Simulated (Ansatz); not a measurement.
`[AlH2][CH2][SiH2][SiH3]` → `[AlH2][CH2][SiH3]` + `[SiH2]` at 500 K and 1 bar (silylene loss).

Isolated molecules relaxed with PBE0-D4/def2-TZVP in Ansatz; ΔE leaves out vibrations. CCSD(T)/CBS is the MP2 limit (def2-TZVPP, def2-QZVPP) plus CCSD(T) − MP2 in def2-TZVPP, frozen cores. This one scheme is used for every species. Each species was taken in one conformer, which may not be the lowest.

```
                  species  CCSD(T)/CBS energy (Eh)  H − E (kJ/mol)  S (J/(mol·K))
`[AlH2][CH2][SiH2][SiH3]`               -863.62463           272.4          450.3
      `[AlH2][CH2][SiH3]`               -573.34237           212.2          391.2
                 `[SiH2]`               -290.19011            48.0          226.5
```

H − E and S are ideal-gas, rigid-rotor, harmonic terms from PBE0-D4/def2-TZVP, for one conformer and one mirror image of each species. 1 Eh = 2625.50 kJ/mol, R = 8.31446 J/(mol·K).

Problem. By hand: ΔE, ΔH, ΔS and ΔG.

Solution. ΔE = (-573.34237) + (-290.19011) − (-863.62463) = 0.09215 Eh = 241.9 kJ/mol. Δ(H − E) = 212.2 + 48.0 − 272.4 = -12.2, so ΔH = 229.7 kJ/mol. ΔS = 391.2 + 226.5 − 450.3 = 167.4 J/(mol·K). ΔG = 229.7 − 500 × (167.4)/1000 = 146.0 kJ/mol.

Problem. By hand: the equilibrium constant, and the temperature at which ΔG would vanish if ΔH and ΔS stayed fixed.

Solution. log₁₀ K = −ΔG/(RT ln 10) = -15.3. ΔG = 0 at ΔH/ΔS = 1372 K.

The number of gas molecules changes by +1, which sets the sign of ΔS. A doubt of 5 kJ/mol in ΔE shifts log₁₀ K by 0.5 here. Other conformers and mirror images would add mixing entropy, several J/(mol·K) or more a flexible species. These are equilibria of isolated gas molecules and say nothing of rates. Largest T1 diagnostic: 0.014 (customary marks: 0.02 for closed shells, 0.045 for open ones).
